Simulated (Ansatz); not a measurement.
Program: Ansatz.

Input:

```yaml
crystal:
  lattice:
    - [10.86, 0.0, 0.0]
    - [0.0, 10.86, 0.0]
    - [0.0, 0.0, 10.86]
  atoms:
    - { symbol: Si, position: [0.50084852, 0.00026936, -0.00054676] }
    - { symbol: Si, position: [0.62235165, 0.12456667, 0.12798764] }
    - { symbol: Si, position: [0.74741879, 0.24942707, 8.679e-05] }
    - { symbol: Si, position: [0.87334402, 0.37652268, 0.12375319] }
    - { symbol: Si, position: [0.74725783, 0.00280711, 0.25695785] }
    - { symbol: Si, position: [0.87980036, 0.12838748, 0.37187142] }
    - { symbol: Si, position: [-0.00422506, 0.00030987, 0.00037814] }
    - { symbol: Si, position: [0.12461945, 0.12764007, 0.11979777] }
    - { symbol: Si, position: [0.25188672, 0.25117247, -0.00469207] }
    - { symbol: Si, position: [0.37340969, 0.37588797, 0.1243547] }
    - { symbol: Si, position: [0.49951086, 0.49997317, 0.00028481] }
    - { symbol: Si, position: [0.62299139, 0.63050431, 0.13144653] }
    - { symbol: Si, position: [0.74961799, 0.74975171, 0.002593] }
    - { symbol: Si, position: [0.87193004, 0.87525338, 0.12938641] }
    - { symbol: Si, position: [0.24971982, 0.00893479, 0.24981823] }
    - { symbol: P, position: [0.37378257, 0.12460008, 0.37564896] }
    - { symbol: Si, position: [0.49243599, 0.24864326, 0.2516375] }
    - { symbol: Si, position: [0.62235147, 0.37230475, 0.37570295] }
    - { symbol: Si, position: [0.74740899, 0.50021114, 0.25083485] }
    - { symbol: Si, position: [0.872696, 0.6274935, 0.37493596] }
    - { symbol: Si, position: [0.62406728, 0.09331972, 0.59926319] }
    - { symbol: Si, position: [0.74729782, 0.24336121, 0.4974565] }
    - { symbol: Si, position: [0.87193206, 0.37087211, 0.62501332] }
    - { symbol: Si, position: [0.75101606, -0.00421348, 0.74594848] }
    - { symbol: Si, position: [0.87271343, 0.12534924, 0.8727766] }
    - { symbol: Si, position: [0.00034659, 0.50050603, -0.00021042] }
    - { symbol: Si, position: [0.12544505, 0.62713197, 0.12442902] }
    - { symbol: Si, position: [0.25382339, 0.75262508, 0.00374025] }
    - { symbol: Si, position: [0.37857301, 0.87973246, 0.13120536] }
    - { symbol: Si, position: [0.00273853, 0.25425088, 0.24599076] }
    - { symbol: Si, position: [0.12460433, 0.38044003, 0.3726138] }
    - { symbol: Si, position: [0.2518807, 0.50491756, 0.24908709] }
    - { symbol: Si, position: [0.37779112, 0.62944283, 0.37615016] }
    - { symbol: Si, position: [0.50484245, 0.76646051, 0.26683112] }
    - { symbol: Si, position: [0.62398416, 0.90100177, 0.40701005] }
    - { symbol: Si, position: [0.00017421, 0.00041206, 0.49988263] }
    - { symbol: Si, position: [0.12757539, 0.12489486, 0.62142024] }
    - { symbol: Si, position: [0.24972851, 0.25043751, 0.49132047] }
    - { symbol: Si, position: [0.37856932, 0.36906005, 0.62051722] }
    - { symbol: Si, position: [0.50085044, 0.50083521, 0.50001471] }
    - { symbol: Si, position: [0.62680205, 0.62445624, 0.62575318] }
    - { symbol: Si, position: [0.75099031, 0.75433088, 0.50450597] }
    - { symbol: Si, position: [0.88290583, 0.87108001, 0.62919177] }
    - { symbol: Si, position: [0.25038312, -0.00058606, 0.74864153] }
    - { symbol: Si, position: [0.37781659, 0.12409804, 0.87078667] }
    - { symbol: Si, position: [0.50485532, 0.23344172, 0.73378154] }
    - { symbol: Si, position: [0.62300205, 0.36878373, 0.86977321] }
    - { symbol: Si, position: [0.74962693, 0.49763989, 0.75054542] }
    - { symbol: Si, position: [0.87484285, 0.62415901, 0.87610807] }
    - { symbol: Si, position: [0.00129186, 0.75202356, 0.25108778] }
    - { symbol: Si, position: [0.12753635, 0.87885426, 0.37537041] }
    - { symbol: Si, position: [-0.00423801, 0.49986597, 0.49997047] }
    - { symbol: Si, position: [0.12697297, 0.62140537, 0.62468509] }
    - { symbol: Si, position: [0.25031167, 0.75156407, 0.50081769] }
    - { symbol: Si, position: [0.37505087, 0.87088349, 0.62925777], spin: 0.15 }
    - { symbol: Si, position: [0.00130798, 0.24917789, 0.74824653] }
    - { symbol: Si, position: [0.12543366, 0.37585807, 0.87313599] }
    - { symbol: Si, position: [0.25382252, 0.49652574, 0.74763679] }
    - { symbol: Si, position: [0.37528955, 0.62467155, 0.87559504] }
    - { symbol: Si, position: [0.50216624, 0.74897289, 0.75128535] }
    - { symbol: Si, position: [0.62677217, 0.87455272, 0.87579263] }
    - { symbol: Si, position: [0.00638931, 0.74626395, 0.75399529] }
    - { symbol: Si, position: [0.12700878, 0.87556793, 0.87882477] }
magnetization:
  spin_polarized: true
basis:
  ecutwfc: 420.0
kpoints:
  mp_grid: { grid: [1, 1, 1] }
hamiltonian:
  xc: pbe
  pseudopotentials: { kind: paw, azcp: { folder: soft_1 } }
scf:
  occupations: { method: gaussian, width: 0.02 }
  lower_state_search: "off"
  max_iter: 63
neb:
  images: 3
  f_tol: 0.05
  max_iterations: 8
  order_check: false
  final_atoms:
    - { symbol: Si, position: [0.50084852, 0.00026936, -0.00054676] }
    - { symbol: Si, position: [0.62235165, 0.12456667, 0.12798764] }
    - { symbol: Si, position: [0.74741879, 0.24942707, 8.679e-05] }
    - { symbol: Si, position: [0.87334402, 0.37652268, 0.12375319] }
    - { symbol: Si, position: [0.74725783, 0.00280711, 0.25695785] }
    - { symbol: Si, position: [0.87980036, 0.12838748, 0.37187142] }
    - { symbol: Si, position: [-0.00422506, 0.00030987, 0.00037814] }
    - { symbol: Si, position: [0.12461945, 0.12764007, 0.11979777] }
    - { symbol: Si, position: [0.25188672, 0.25117247, -0.00469207] }
    - { symbol: Si, position: [0.37340969, 0.37588797, 0.1243547] }
    - { symbol: Si, position: [0.49951086, 0.49997317, 0.00028481] }
    - { symbol: Si, position: [0.62299139, 0.63050431, 0.13144653] }
    - { symbol: Si, position: [0.74961799, 0.74975171, 0.002593] }
    - { symbol: Si, position: [0.87193004, 0.87525338, 0.12938641] }
    - { symbol: Si, position: [0.24971982, 0.00893479, 0.24981823] }
    - { symbol: P, position: [0.37378257, 0.12460008, 0.37564896] }
    - { symbol: Si, position: [0.49243599, 0.24864326, 0.2516375] }
    - { symbol: Si, position: [0.62235147, 0.37230475, 0.37570295] }
    - { symbol: Si, position: [0.74740899, 0.50021114, 0.25083485] }
    - { symbol: Si, position: [0.872696, 0.6274935, 0.37493596] }
    - { symbol: Si, position: [0.62406728, 0.09331972, 0.59926319] }
    - { symbol: Si, position: [0.74729782, 0.24336121, 0.4974565] }
    - { symbol: Si, position: [0.87193206, 0.37087211, 0.62501332] }
    - { symbol: Si, position: [0.75101606, -0.00421348, 0.74594848] }
    - { symbol: Si, position: [0.87271343, 0.12534924, 0.8727766] }
    - { symbol: Si, position: [0.00034659, 0.50050603, -0.00021042] }
    - { symbol: Si, position: [0.12544505, 0.62713197, 0.12442902] }
    - { symbol: Si, position: [0.25382339, 0.75262508, 0.00374025] }
    - { symbol: Si, position: [0.37857301, 0.87973246, 0.13120536] }
    - { symbol: Si, position: [0.00273853, 0.25425088, 0.24599076] }
    - { symbol: Si, position: [0.12460433, 0.38044003, 0.3726138] }
    - { symbol: Si, position: [0.2518807, 0.50491756, 0.24908709] }
    - { symbol: Si, position: [0.37779112, 0.62944283, 0.37615016] }
    - { symbol: Si, position: [0.50484245, 0.76646051, 0.26683112] }
    - { symbol: Si, position: [0.62398416, 0.90100177, 0.40701005] }
    - { symbol: Si, position: [0.00017421, 0.00041206, 0.49988263] }
    - { symbol: Si, position: [0.12757539, 0.12489486, 0.62142024] }
    - { symbol: Si, position: [0.24972851, 0.25043751, 0.49132047] }
    - { symbol: Si, position: [0.37856932, 0.36906005, 0.62051722] }
    - { symbol: Si, position: [0.50085044, 0.50083521, 0.50001471] }
    - { symbol: Si, position: [0.62680205, 0.62445624, 0.62575318] }
    - { symbol: Si, position: [0.75099031, 0.75433088, 0.50450597] }
    - { symbol: Si, position: [0.88290583, 0.87108001, 0.62919177] }
    - { symbol: Si, position: [0.25038312, -0.00058606, 0.74864153] }
    - { symbol: Si, position: [0.37781659, 0.12409804, 0.87078667] }
    - { symbol: Si, position: [0.50485532, 0.23344172, 0.73378154] }
    - { symbol: Si, position: [0.62300205, 0.36878373, 0.86977321] }
    - { symbol: Si, position: [0.74962693, 0.49763989, 0.75054542] }
    - { symbol: Si, position: [0.87484285, 0.62415901, 0.87610807] }
    - { symbol: Si, position: [0.00129186, 0.75202356, 0.25108778] }
    - { symbol: Si, position: [0.12753635, 0.87885426, 0.37537041] }
    - { symbol: Si, position: [-0.00423801, 0.49986597, 0.49997047] }
    - { symbol: Si, position: [0.12697297, 0.62140537, 0.62468509] }
    - { symbol: Si, position: [0.25031167, 0.75156407, 0.50081769] }
    - { symbol: Si, position: [0.37505087, 0.87088349, 0.62925777] }
    - { symbol: Si, position: [0.00130798, 0.24917789, 0.74824653] }
    - { symbol: Si, position: [0.12543366, 0.37585807, 0.87313599] }
    - { symbol: Si, position: [0.25382252, 0.49652574, 0.74763679] }
    - { symbol: Si, position: [0.37528955, 0.62467155, 0.87559504] }
    - { symbol: Si, position: [0.50216624, 0.74897289, 0.75128535] }
    - { symbol: Si, position: [0.62677217, 0.87455272, 0.87579263] }
    - { symbol: Si, position: [0.00638931, 0.74626395, 0.75399529] }
    - { symbol: Si, position: [0.12700878, 0.87556793, 0.87882477] }
```

Command:

```bash
$ ansatz run input.yaml --threads 4 --pin off --max-ram 10240MiB --backend cpu --events-out ev --progress --plain --runs-dir out
```

Q: Does this input run?

A: The input was rejected before any iteration.

```
Error: invalid value for `neb.final_atoms`: is identical to crystal.atoms — the two endpoints must differ for a path to exist
```
